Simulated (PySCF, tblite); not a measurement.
Isomers of C4H9Cl3Si, one GFN2-xTB conformer each. Single-point energies are computed at PBE0/pcSseg-1 (PySCF, gas phase, no added dispersion term), electronic only.

| SMILES | GFN2-xTB relative energy (kcal/mol) |
| --- | --- |
| C[C@@]([SiH3])(Cl)CC(Cl)Cl | 0.0 |
| ClCCC[SiH2]C(Cl)Cl | 11.1 |

Conformers: `[CH3:1][C@@:2]([SiH3:3])([Cl:4])[CH2:5][CH:6]([Cl:7])[Cl:8]` with C1–C2–C5–C6 -176°, C2–C5–C6–Cl7 -76°; `[Cl:1][CH2:2][CH2:3][CH2:4][SiH2:5][CH:6]([Cl:7])[Cl:8]` with Cl1–C2–C3–C4 65°, C2–C3–C4–Si5 180°, C3–C4–Si5–C6 -178°, C4–Si5–C6–Cl7 59°.

Problem. What does PBE0/pcSseg-1 give for the same structures?

Solution. 
| SMILES | PBE0/pcSseg-1 E (Eh) | PBE0/pcSseg-1 (kcal/mol) | GFN2-xTB (kcal/mol) | point group |
| --- | --- | --- | --- | --- |
| ClCCC[SiH2]C(Cl)Cl | -1827.08165 | 0.0 | 11.1 | C1 |
| C[C@@]([SiH3])(Cl)CC(Cl)Cl | -1827.07130 | 6.5 | 0.0 | C1 |

GFN2-xTB puts C[C@@]([SiH3])(Cl)CC(Cl)Cl lowest instead. 

Problem. Which frontier levels, dipoles and rotational constants go with these structures?

Solution. 
```csv
SMILES,"HOMO (eV, PBE0/pcSseg-1)",LUMO (eV),dipole (D),"A, B, C (MHz)"
ClCCC[SiH2]C(Cl)Cl,-8.13,-0.31,3.19,"1513, 404.4, 377.1"
C[C@@]([SiH3])(Cl)CC(Cl)Cl,-8.29,-0.14,2.05,"1363, 681.4, 553.9"
```

Problem. What happens when harmonic zero-point energies from GFN2-xTB frequencies are added?

Solution. 
| SMILES | ZPE (kcal/mol) | electronic (kcal/mol) | with ZPE (kcal/mol) |
| --- | --- | --- | --- |
| ClCCC[SiH2]C(Cl)Cl | 74.2 | 0.0 | 0.0 |
| C[C@@]([SiH3])(Cl)CC(Cl)Cl | 73.1 | 6.5 | 5.3 |

The zero-point energies span 1.1 kcal/mol. The order is unchanged.
